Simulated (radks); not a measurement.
Q: These are the eigenvalues of the occupied orbitals of an atom or ion with whole-number occupations (Ry). Calculated with a radial shooting solver on a logarithmic mesh with Libxc functionals: scalar-relativistic Kohn-Sham, PBEsol, spin-polarised, spherical densities, finite nucleus; Fermi nuclear charge, rms radius of each element as measured or else 0.836 A^(1/3) + 0.57 fm.

| orbital | eigenvalue |
|---|---|
| 1s up | -110.8190 |
| 1s down | -110.8155 |
| 2s up | -7.92250 |
| 2s down | -7.91854 |
| 2p up | -5.10761 |
| 2p down | -5.10231 |
| 3s up | -0.58840 |
| 3s down | -0.53279 |
| 3p up | -0.21928 |

Which element is it, and in what charge state? The configuration may be excited. Open shells, if any, are filled with parallel spins first.

A: Z = 13, aluminium, charge 0: Al in [Ne] 3s2 3p1. The list shows which subshells hold electrons but not how many an open one holds; the 1s level, -55.41 hartree, gives Z - s = 10.5 by -(Z - s)^2/2, which with screening and relativity narrows Z to a few neighbours, and the depths of the outer levels then fix element, charge and occupations together.
